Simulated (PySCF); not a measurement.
C2H4BrFSi, SMILES C=C[SiH](F)Br. Atoms are numbered in the order given.

```xyz
9

Si    -0.3618     0.2755     0.7441
F      0.8334     1.2179     1.3506
Br     0.5520    -1.3160    -0.5294
C     -1.4603     1.3584    -0.2902
C     -1.2312     2.6821    -0.4088
H     -1.0350    -0.4039     1.8936
H     -2.3130     0.9013    -0.8249
H     -0.3846     3.1669     0.1063
H     -1.8734     3.3338    -1.0259
```

The structure is a stationary point at PBE-D3(BJ)/def2-SVP. The structure was generated by enumeration, and PubChem lists no compound with its InChIKey, so it may never have been made. One conformer was computed; it need not be the lowest.

Two levels are set side by side: PBE/pcSseg-1 (PySCF) and KT2/pcSseg-1 (PySCF). GIAO shifts against CFCl3 (¹⁹F), TMS (²⁹Si), TMS (¹H), TMS (¹³C) at the same level; non-relativistic, no solvent, atoms listed together averaged. Without spin–orbit terms, shifts of atoms bonded to Cl or Br come out too high at both levels. Differences are taken from unrounded values.

| quantity | KT2 |
|---|---|
| δ(²⁹Si) of Si1 (ppm) | 14.6 |
| δ(¹⁹F) of F2 (ppm) | -201.6 |
| δ(¹³C) of C4 (ppm) | 134.4 |
| δ(¹³C) of C5 (ppm) | 140.0 |
| δ(¹H) of H6 (ppm) | 6.57 |
| δ(¹H) of H7 (ppm) | 6.40 |
| δ(¹H) of H8, H9 (ppm) | 6.78 |

Question: What does PBE give, and how far is it from KT2? (The exact figures need the calculation; the answer reports its results.)

Answer: 
```json
[
 {"quantity": "δ(²⁹Si) of Si1 (ppm)", "PBE": "14.8", "PBE minus KT2": "0.2"},
 {"quantity": "δ(¹⁹F) of F2 (ppm)", "PBE": "-193.7", "PBE minus KT2": "7.9"},
 {"quantity": "δ(¹³C) of C4 (ppm)", "PBE": "143.7", "PBE minus KT2": "9.3"},
 {"quantity": "δ(¹³C) of C5 (ppm)", "PBE": "149.3", "PBE minus KT2": "9.2"},
 {"quantity": "δ(¹H) of H6 (ppm)", "PBE": "6.61", "PBE minus KT2": "0.04"},
 {"quantity": "δ(¹H) of H7 (ppm)", "PBE": "6.63", "PBE minus KT2": "0.22"},
 {"quantity": "δ(¹H) of H8, H9 (ppm)", "PBE": "6.96", "PBE minus KT2": "0.19"}
]
```

Rough cost on one machine, each run with all the roots and properties that it gave: KT2 against PBE within a factor of 2.
